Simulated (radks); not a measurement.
Species: the chromium ion Cr4+. Configuration: [Ar] 3d2.

Calculated with a radial shooting solver on a logarithmic mesh with Libxc functionals: scalar-relativistic Kohn-Sham, LDA (Slater exchange, Perdew-Wang correlation), spin-unpolarised, spherical densities, point nucleus.

Energy parts (hartree):
| part | energy |
|---|---|
| total | -1044.69085 |
| kinetic | 1054.89719 |
| electron-nucleus | -2450.51800 |
| Hartree | 395.67186 |
| exchange-correlation | -44.74190 |

Orbitals (lengths in bohr, moments of r in powers of bohr):
\begin{tabular}{lrrr}
orbital & occ. & eigenvalue (hartree) & <r^4> \\ \hline
1s & 2 & -217.8537 & 0.00007643 \\
2s & 2 & -26.77657 & 0.01822 \\
2p & 6 & -22.90581 & 0.01421 \\
3s & 2 & -4.86470 & 1.236 \\
3p & 6 & -3.80072 & 1.621 \\
3d & 2 & -2.14162 & 3.257 \\
\end{tabular}

The highest occupied level is 3d at -58.276 eV. For comparison, the ionisation energy in NIST's Atomic Spectra Database is 69.46 eV (semi-empirical). In exact Kohn-Sham theory the highest level is minus the ionisation energy, but local and semilocal functionals leave it too shallow, through self-interaction and a potential that decays too fast; potentials with the right tail come closer. The density falls to 0.001 e/bohr^3 at r = 2.54 bohr.

Beside tabulated values, note that spin-unpolarised runs miss the spin-polarisation part of the exchange energy of open shells.
